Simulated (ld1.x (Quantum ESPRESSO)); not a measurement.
## Building the TM potential for ruthenium (LDA (PZ), fully relativistic).

* Element: ruthenium (Ru)
* Generator: ld1.x (Quantum ESPRESSO) 7.5
* Type: norm-conserving Troullier–Martins (Kleinman–Bylander form)
* Functional: LDA (PZ)
* Relativity: fully relativistic
* Frozen core: [Ar] 3d10
* Valence charge: 16
* Reference configuration: 4s2 4p6 4d8 5s0 5p0
* Partial waves: 4s (bound): rc 1.36 bohr; 4d (bound): rc 1.74 bohr; 4p (bound): rc 1.30 bohr
* Local potential: the p channel
* Core correction: Bessel-smoothed model core, default radius (core density twice the valence density)

Open shells are filled in proportion to 2j + 1 (rel_dist='average').

Problem. Does the generator finish with these settings?

Solution. Yes, a potential is produced.

Problem. Tests: 4s2 4p6 4d7 5s1 5p0; 4s2 4p6 4d7 5s0 5p0; 4s2 4p6 4d6 5s0 5p0; 4s2 4p6 4d6 5s2 5p0; 4s2 4p6 4d6 5s1 5p1; 4s2 4p6 4d4 5s0 5p0; 4s2 4p6 4d5 5s0 5p0. Which has the largest error in its energy relative to the reference configuration, and how large is it?

Solution. 4s2 4p6 4d6 5s2 5p0, with +418 meV (all-electron minus pseudo) on +1.88 eV.

A Bessel basis up to 400 Ry misses an occupied level by 2.33 Ry, so cutoffs and ghosts were not judged. The potential misses its own reference levels by up to 2.3 eV, so it is not fit for use.
